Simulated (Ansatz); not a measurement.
Cost and result for the atomization energy of C2H4FNOSi (`O[SiH]1CN=C1F`) (10 atoms, 10 bonds).

Z-matrix (Å, degrees):
```
Si
C 1 1.889
O 1 1.635 2 123.6
C 1 1.878 2 70.2 3 116.6
H 1 1.480 2 117.8 3 -134.6
N 2 1.495 1 89.3 3 -120.6
H 2 1.092 1 117.6 3 -7.9
H 2 1.091 1 118.8 3 125.8
H 3 0.959 1 118.7 2 42.7
F 4 1.321 1 140.9 2 179.2
```

Charge 0, multiplicity 1. Geometry: relaxed with PBE0-D4/def2-TZVP. It is one conformer, not always the lowest. Program: Ansatz. All runs use 4 threads of an Arm Neoverse V2 on a shared host. Times are those of one run each, without the atoms' runs, and a repeat can differ threefold. Electronic energies, without spin–orbit coupling; frozen cores. CCSD(T)/CBS adds CCSD(T) − MP2 in def2-TZVPP to the MP2 limit, and its time is that of the two runs behind it. T1 = 0.013. B3LYP takes the VWN-RPA correlation (the form of Gaussian; ORCA's B3LYP/G).

CCSD(T)/CBS is a level of theory with its own doubt, some kJ/mol a heavy atom from the limit and from the frozen cores, so smaller differences don't rank the functionals.

```
                             level  functions  wall time
              revPBE-D4/def2-TZVPP        253      1.7 s
                BLYP-D4/def2-TZVPP        253      1.8 s
   PBE-D4/def2-TZVPP (with forces)        253      2.1 s
               BHLYP-D4/def2-TZVPP        253      2.5 s
           CAM-B3LYP-D4/def2-TZVPP        253      2.8 s
r2SCAN-D4/def2-TZVPP (with forces)        253      3.9 s
 B3LYP-D4/def2-TZVPP (with forces)        253      3.9 s
               PBE-QIDH/def2-TZVPP        253        5 s
                  CCSD(T)/def2-SVP        108      5.5 s
  ωB97M-V/def2-TZVPP (with forces)        253        9 s
                    MP2/def2-QZVPP        475       20 s
                CCSD(T)/def2-TZVPP        253    2.7 min
                 CCSD(T)/CBS(def2)          –      3 min
```

Question: What atomization energy does each give, and how far from CCSD(T)/CBS? (Best estimate.)

Answer: The calculation gave: 
```json
{"level": "revPBE-D4/def2-TZVPP", "atomization (kJ/mol)": "4018.2", "difference from CCSD(T)/CBS": "16.4", "per bond": "1.6"}
{"level": "BLYP-D4/def2-TZVPP", "atomization (kJ/mol)": "4027.2", "difference from CCSD(T)/CBS": "25.4", "per bond": "2.5"}
{"level": "PBE-D4/def2-TZVPP (with forces)", "atomization (kJ/mol)": "4148.4", "difference from CCSD(T)/CBS": "146.6", "per bond": "14.7"}
{"level": "BHLYP-D4/def2-TZVPP", "atomization (kJ/mol)": "3815.3", "difference from CCSD(T)/CBS": "-186.5", "per bond": "-18.7"}
{"level": "CAM-B3LYP-D4/def2-TZVPP", "atomization (kJ/mol)": "4021.1", "difference from CCSD(T)/CBS": "19.3", "per bond": "1.9"}
{"level": "r2SCAN-D4/def2-TZVPP (with forces)", "atomization (kJ/mol)": "4012.8", "difference from CCSD(T)/CBS": "11.0", "per bond": "1.1"}
{"level": "B3LYP-D4/def2-TZVPP (with forces)", "atomization (kJ/mol)": "3994.4", "difference from CCSD(T)/CBS": "-7.4", "per bond": "-0.7"}
{"level": "PBE-QIDH/def2-TZVPP", "atomization (kJ/mol)": "3969.9", "difference from CCSD(T)/CBS": "-31.9", "per bond": "-3.2"}
{"level": "CCSD(T)/def2-SVP", "atomization (kJ/mol)": "3711.8", "difference from CCSD(T)/CBS": "-290.0", "per bond": "-29.0"}
{"level": "ωB97M-V/def2-TZVPP (with forces)", "atomization (kJ/mol)": "4024.7", "difference from CCSD(T)/CBS": "22.9", "per bond": "2.3"}
{"level": "MP2/def2-QZVPP", "atomization (kJ/mol)": "4076.0", "difference from CCSD(T)/CBS": "74.2", "per bond": "7.4"}
{"level": "CCSD(T)/def2-TZVPP", "atomization (kJ/mol)": "3872.2", "difference from CCSD(T)/CBS": "-129.6", "per bond": "-13.0"}
{"level": "CCSD(T)/CBS(def2)", "atomization (kJ/mol)": "4001.8", "difference from CCSD(T)/CBS": "0.0", "per bond": "0.0"}
```

From r2SCAN to r2SCAN0 (25 % exact exchange), in def2-TZVPP and without D4, the atomization energy moves by −105.6 kJ/mol: exact exchange takes away binding that semilocal exchange gives to molecules. Leaving LDA and LC-ωPBE aside and taking each functional with its dispersion term where it has one, the values spread over 333.1 kJ/mol, from BHLYP-D4 to PBE-D4. LDA lies +589.1 kJ/mol from PBE without D4, its usual overbinding. The D4 term adds +34.4 kJ/mol with B3LYP and +17.9 kJ/mol with PBE0; it sums over pairs of atoms, weighted by their polarisabilities, and B3LYP, whose exchange is more repulsive, gets the larger term.
